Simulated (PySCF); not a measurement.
C3H8FNSi.
Z-matrix (Å and degrees, PBE0-D3(BJ)/def2-SVP geometry), rows numbered from 1:
```
C 
C   1  1.3387
C   2  1.4983  1  120.79
F   3  1.3696  2  112.56  1    -1.18
Si  2  1.8815  1  120.40  3   179.68
N   5  1.7317  2  108.57  1   -80.07
H   1  1.0948  2  121.05  3    -0.26
H   1  1.0942  2  121.65  3   179.63
H   3  1.1056  2  110.16  1  -122.37
H   3  1.1070  2  110.40  1   119.83
H   5  1.5055  2  106.88  1   154.85
H   5  1.4933  2  110.46  1    38.38
H   6  1.0139  5  119.07  2   -39.91
H   6  1.0140  5  120.10  2   177.98
```

Level of theory: PBE0-D3(BJ)/def2-SVP geometry optimisation, gas phase (PySCF).

Masses are those of the commonest isotopes; rigid-rotor values at the optimised geometry. The values belong to one conformer with, in the numbering `[CH2:1]=[C:2]([CH2:3][F:4])[SiH2:5][NH2:6]`, C1–C2–C3–F4 -1°, C1–C2–Si5–N6 -80°, C2–Si5–N6–H -40° and 178°.

Question: Give the principal moments of inertia and the rotational constants in MHz.

Answer: Ia = 89.46, Ib = 352.96, Ic = 380.09 u·Å²; 505379 MHz·u·Å²/I gives A = 5649, B = 1432, C = 1330 MHz.

Question: Classify the top.

Answer: A near-prolate asymmetric top. Ray's parameter κ = (2B − A − C)/(A − C) = -0.953; −1 is the prolate and +1 the oblate limit.

Question: Is it planar, by Δ = Ic − Ia − Ib?

Answer: Not planar: Δ = Ic − Ia − Ib = -62.32 u·Å². For a rigid frame Δ = −2 Σ m c², so Σ m c² = 31.16 u·Å² lies off the ab plane: 9.45 from hydrogen and 21.71 from heavier atoms. The atom farthest from that plane is 1.75 Å away.

Question: Give the other two planar moments, Paa and Pbb, and the rms extents of the mass along the axes.

Answer: Paa = Σ m a² = (Ib + Ic − Ia)/2 = 321.79 and Pbb = Σ m b² = (Ia + Ic − Ib)/2 = 58.30 u·Å². With the mass M = 105.04 u, the rms extents √(P/M) along a, b and c are 1.75, 0.74, 0.54 Å.

Question: Give the coordinates in the principal-axis frame, origin at the centre of mass.

Answer: The sense of each axis is arbitrary; atoms in the order of the calculation.
| atom | mass (u) | a (Å) | b (Å) | c (Å) |
| --- | --- | --- | --- | --- |
| C1 | 12.000 | -0.678 | 1.578 | -0.069 |
| C2 | 12.000 | -0.335 | 0.302 | 0.146 |
| C3 | 12.000 | -1.357 | -0.791 | 0.062 |
| F4 | 18.998 | -2.611 | -0.317 | -0.220 |
| Si5 | 27.977 | 1.446 | -0.150 | 0.550 |
| N6 | 14.003 | 2.353 | -0.191 | -0.924 |
| H7 | 1.008 | -1.709 | 1.853 | -0.315 |
| H8 | 1.008 | 0.055 | 2.388 | -0.006 |
| H9 | 1.008 | -1.399 | -1.347 | 1.017 |
| H10 | 1.008 | -1.078 | -1.520 | -0.723 |
| H11 | 1.008 | 1.404 | -1.444 | 1.319 |
| H12 | 1.008 | 2.056 | 0.879 | 1.444 |
| H13 | 1.008 | 1.926 | -0.587 | -1.754 |
| H14 | 1.008 | 3.347 | -0.389 | -0.904 |

Question: Which lines would a microwave search look for?

Answer: The dipole components are |μa| = 1.73 D, |μb| = 1.04 D, |μc| = 0.75 D. The squared components, which scale the intensities, stand as 1.00 : 0.36 : 0.19 (a : b : c). Some lines, for components of 0.1 D or more:

```json
{"type": "b", "branch": "R", "J(Ka,Kc)": "2(0,2) ← 1(1,1)", "MHz": "1304", "lower level (cm⁻¹)": "0.233"}
{"type": "a", "branch": "Q", "J(Ka,Kc)": "5(1,4) ← 5(1,5)", "MHz": "1533", "lower level (cm⁻¹)": "1.498"}
{"type": "a", "branch": "R", "J(Ka,Kc)": "1(0,1) ← 0(0,0)", "MHz": "2761", "lower level (cm⁻¹)": "0.000"}
{"type": "c", "branch": "Q", "J(Ka,Kc)": "1(1,1) ← 1(0,1)", "MHz": "4217", "lower level (cm⁻¹)": "0.092"}
{"type": "a", "branch": "R", "J(Ka,Kc)": "2(0,2) ← 1(0,1)", "MHz": "5521", "lower level (cm⁻¹)": "0.092"}
{"type": "a", "branch": "R", "J(Ka,Kc)": "3(0,3) ← 2(0,2)", "MHz": "8277", "lower level (cm⁻¹)": "0.276"}
{"type": "a", "branch": "R", "J(Ka,Kc)": "4(0,4) ← 3(0,3)", "MHz": "11028", "lower level (cm⁻¹)": "0.552"}
{"type": "a", "branch": "R", "J(Ka,Kc)": "4(2,2) ← 3(2,1)", "MHz": "11063", "lower level (cm⁻¹)": "1.122"}
{"type": "c", "branch": "Q", "J(Ka,Kc)": "5(2,4) ← 5(1,4)", "MHz": "12046", "lower level (cm⁻¹)": "1.549"}
{"type": "b", "branch": "Q", "J(Ka,Kc)": "4(2,2) ← 4(1,3)", "MHz": "12325", "lower level (cm⁻¹)": "1.080"}
{"type": "c", "branch": "Q", "J(Ka,Kc)": "2(2,1) ← 2(1,1)", "MHz": "12652", "lower level (cm⁻¹)": "0.424"}
{"type": "c", "branch": "R", "J(Ka,Kc)": "3(1,2) ← 2(0,2)", "MHz": "12860", "lower level (cm⁻¹)": "0.276"}
{"type": "a", "branch": "R", "J(Ka,Kc)": "5(4,2) ← 4(4,1)", "MHz": "13811", "lower level (cm⁻¹)": "3.199"}
{"type": "b", "branch": "Q", "J(Ka,Kc)": "4(3,1) ← 4(2,2)", "MHz": "21321", "lower level (cm⁻¹)": "1.492"}
{"type": "b", "branch": "Q", "J(Ka,Kc)": "4(3,2) ← 4(2,3)", "MHz": "21348", "lower level (cm⁻¹)": "1.491"}
{"type": "b", "branch": "R", "J(Ka,Kc)": "4(3,1) ← 3(2,2)", "MHz": "32393", "lower level (cm⁻¹)": "1.122"}
{"type": "b", "branch": "Q", "J(Ka,Kc)": "5(5,1) ← 5(4,2)", "MHz": "38412", "lower level (cm⁻¹)": "3.660"}
{"type": "b", "branch": "R", "J(Ka,Kc)": "5(5,0) ← 4(4,1)", "MHz": "52223", "lower level (cm⁻¹)": "3.199"}
```

Question: Estimate the classical rotational partition function at 10 K, 25 K and 298.15 K.

Answer: Point group C1, symmetry number σ = 1; q = (√π/σ)·√((kT/h)³/(ABC)), k/h = 20836.6 MHz/K: 1630 at 10 K, 6430 at 25 K, 265000 at 298.15 K.

Stationary, but not proved a minimum. Constants of a rigid frame at the computed geometry: no zero-point averaging, no centrifugal distortion. A rigid rotor knows nothing of inversion at nitrogen, which can split or shift real lines. Quadrupole hyperfine structure (14N) is left out.

Time: 64 s; peak memory 0.50 GiB. Hardware: Arm Neoverse V2, one thread, shared host with 192 logical CPUs at a one-minute load of 76. This is the geometry optimisation.
